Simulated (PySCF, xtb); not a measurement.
C5H5Cl, SMILES C(=C)C=C=CCl.

GFN2-xTB (xtb) at its own geometry gives an orbital gap of 3.58 eV and a dipole moment of 1.93 D.

The structure is a stationary point at PBE0-D3(BJ)/def2-SVP. The structure was generated by enumeration, and PubChem lists no compound with its InChIKey, so it may never have been made. Other conformers were not sampled.

Task: What does PBE/def2-TZVP run with PySCF give? (An estimate is asked for; the answer gives what the named calculation found.)

Result: gap 3.78 eV (levels -6.13 and -2.35 eV), dipole 1.71 D.
